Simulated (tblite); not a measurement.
Compound: C6H14SSi.
Structure used (GFN2-xTB), in Å, numbered top down from 1:
```
atom  x, y, z in Å
C1    -4.1366    0.5696    0.2643
C2    -2.7594   -0.0033    0.2380
C3    -1.9342    0.0572   -0.7936
C4    -0.5583   -0.5303   -0.8118
C5     0.4936    0.5622   -0.9724
S6     2.1935   -0.0947   -1.0904
C7     2.4739   -0.6043    0.6333
Si8    4.2805   -1.1610    0.8670
H9    -4.2270    1.3018    1.0664
H10   -4.8654   -0.2181    0.4542
H11   -4.3781    1.0508   -0.6799
H12   -2.4517   -0.5087    1.1453
H13   -2.2350    0.5660   -1.7005
H14   -0.4654   -1.2281   -1.6489
H15   -0.3829   -1.0813    0.1143
H16    0.3418    1.1084   -1.9031
H17    0.4655    1.2653   -0.1384
H18    1.7815   -1.4122    0.8640
H19    2.2367    0.2483    1.2684
H20    5.1666   -0.0442    0.5489
H21    4.5439   -2.3049   -0.0026
H22    4.4062   -1.5423    2.2768
```

Computed values, GFN2-xTB/tblite, gas phase, harmonic and unscaled. Errors from tens to a few hundred cm⁻¹ against measured bands are possible. Modes of hydrogen on silicon can be 10 to 20 % off. One conformer, not necessarily the lowest.

Harmonic wavenumbers (cm⁻¹): 25.2, 29.5, 52.0, 74.1, 114.6, 130.7, 154.8, 173.0, 200.0, 269.9, 297.6, 357.5, 508.0, 519.3, 526.8, 697.4, 709.2, 742.7, 755.2, 769.4, 771.9, 776.4, 788.6, 796.8, 933.5, 973.3, 1006.0, 1038.9, 1051.1, 1055.9, 1072.6, 1126.9, 1161.5, 1163.1, 1213.1, 1247.7, 1273.6, 1298.0, 1328.7, 1403.3, 1436.3, 1444.4, 1475.8, 1478.5, 1486.1, 1741.4, 2247.9, 2292.2, 2293.3, 2954.4, 2967.9, 2969.9, 2979.1, 2981.5, 2997.0, 2999.4, 3011.9, 3040.2, 3048.6, 3059.4.

A = 3782, B = 418.3, C = 389.3 MHz; mass 146.059 u (most abundant isotopes); point group C1, symmetry number 1.

Task: Zero-point energy?

Result: ½Σν̃ = 38746 cm⁻¹ = 463.51 kJ/mol.

Task: Give the ideal-gas entropy at 400 K and 1 bar in the rigid-rotor, harmonic-oscillator model (classical rotation).

Result: Translation 177.12, rotation 131.84, vibration 233.79: S = 542.8 J/(mol K).

Task: And Cp and H(400 K) − H(0)?

Result: Cp = 236.09 J/(mol K), of which vibrations give 202.84 (their classical limit is 60 R = 498.9); H(400 K) − H(0) = 57.00 kJ/mol without the zero-point energy, 43.69 from vibrations.

Task: Blend soft modes into free rotors: weight 1/[1 + (100 cm⁻¹/ν̃)⁴] for the oscillator and the rest for a rotor with moment μB/(μ + B), μ = h/(8π²ν), B = 10⁻⁴⁴ kg m². What vibrational entropy results?

Result: 203.76 J/(mol K) in place of 233.79, which changes −T·S at 400 K by +12.01 kJ/mol.

Task: How do the functions run with temperature in this model?

Result: 
| T (K) | S (J/(mol K)) | Cp (J/(mol K)) | H − H(0) (kJ/mol) | G − H(0) (kJ/mol) | ln q(vib) |
| --- | --- | --- | --- | --- | --- |
| 150 | 377.7 | 120.8 | 12.56 | -44.09 | 6.12 |
| 250 | 449.4 | 165.3 | 26.80 | -85.56 | 9.88 |
| 298.15 | 480.5 | 188.7 | 35.32 | -107.96 | 11.56 |
| 600 | 653.3 | 309.5 | 112.00 | -279.95 | 21.34 |
| 900 | 793.6 | 381.5 | 216.53 | -497.66 | 30.10 |

q(vib) and H(0) count from the zero-point level.

Task: What must be added to the electronic energy to get the Gibbs energy at 400 K and 1 bar?

Result: ZPE + [H(400 K) − H(0)] − T·S = 463.51 + 57.00 − 217.10 = 303.41 kJ/mol.

Hindered rotation and anharmonicity are outside this model. Other conformers, if any are populated, would add a mixing term that is left out. The structure is chiral; the term R ln 2 for an equal mix with its mirror image is left out.
